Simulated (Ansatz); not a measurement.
(MgS)4 cube (Mg4S4). Total charge 0; singlet. Geometry PBE0-D4/def2-SVP; atoms count from 1.

```xyz
8

Mg   -1.2427    0.6182   -1.1836
Mg    1.6710    0.2454   -0.6892
Mg   -0.2785   -1.7774    0.3012
Mg   -0.1498    0.9138    1.5716
S     0.3574    2.2807   -0.3865
S     0.1922   -1.1726   -2.0166
S    -2.1442   -0.3149    0.8843
S     1.5946   -0.7932    1.5188
```

(1) Estimate the Mulliken populations from the PBE0/def2-TZVP orbitals of Ansatz.

(2) And the Mayer bond orders between bonded heavy atoms (over 0.3)?

## Answers

(1) 
```json
{"atom": "Mg1", "charge (e)": "0.77"}
{"atom": "Mg2", "charge (e)": "0.77"}
{"atom": "Mg3", "charge (e)": "0.77"}
{"atom": "Mg4", "charge (e)": "0.77"}
{"atom": "S5", "charge (e)": "-0.77"}
{"atom": "S6", "charge (e)": "-0.77"}
{"atom": "S7", "charge (e)": "-0.77"}
{"atom": "S8", "charge (e)": "-0.77"}
```
Mulliken values and Mayer orders depend strongly on the basis.

(2) Mg1–S5 0.64 (2.44 Å); Mg1–S6 0.64 (2.44 Å); Mg1–S7 0.64 (2.44 Å); Mg2–S5 0.64 (2.44 Å); Mg2–S6 0.64 (2.44 Å); Mg2–S8 0.64 (2.44 Å); Mg3–S6 0.64 (2.44 Å); Mg3–S7 0.64 (2.44 Å); Mg3–S8 0.64 (2.44 Å); Mg4–S5 0.64 (2.44 Å); Mg4–S7 0.64 (2.44 Å); Mg4–S8 0.64 (2.44 Å).
